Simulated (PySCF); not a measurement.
# Functional benchmark on one molecule

Molecule: `O=S(=O)(O)C(F)(F)F`, CHF3O3S.

Geometry (Å), atoms numbered from 1 in this order:
```xyz
9

O    -0.755   -0.046    1.716
S    -0.756   -0.284    0.291
O    -1.400   -1.397   -0.346
O    -1.248    1.050   -0.463
C     1.017   -0.283   -0.253
F     1.570    0.870    0.089
F     1.641   -1.271    0.353
F     1.093   -0.439   -1.557
H    -1.149    1.802    0.144
```

Geometry PBE0-D3(BJ)/def2-SVP throughout; GIAO in PySCF 2.14.0 with density-fitted response routines, gas phase, one conformer, non-relativistic; equivalent atoms averaged; basis pcSseg-1.

Reference values (measured; G. Saielli, R. Bini, A. Bagno, Computational 19F NMR. 2. Organic compounds, RSC Adv. 2014, ESI (exp. from Berger-Braun-Kalinowski 1994 and Everett 1995)): δ(F6/F7/F8) = -80.0 ppm vs CFCl3. Computed shifts are taken against CFCl3, calculated as an isolated molecule at each level.

How do the functionals HF, LDA, PBE, BLYP, OPBE, KT2, B3LYP, PBE0, wB97X-D perform against the reference? Times are CPU seconds on shared hosts with different chips, so compare them loosely; the GGAs took longer than the global hybrids here, which isn't the general rule, and the cause wasn't traced.

Answers


```tsv
functional	kind	F6/F7/F8	abs. error F	core-s
HF	Hartree–Fock	-57.6	22.4	5.6
LDA	LDA	-104.4	24.4	12
PBE	GGA	-103.4	23.4	16
BLYP	GGA	-101.9	21.9	18
OPBE	GGA	-99.8	19.8	16
KT2	GGA	-110.5	30.5	16
B3LYP	global hybrid	-88.8	8.8	13
PBE0	global hybrid	-87.6	7.6	12
wB97X-D	range-separated hybrid	-81.0	1.0	15
```

For 19F the closest is wB97X-D (1.0 ppm) and the furthest KT2 (30.5 ppm). One molecule is a small sample, and vibrational and solvent effects are absent from the calculation.
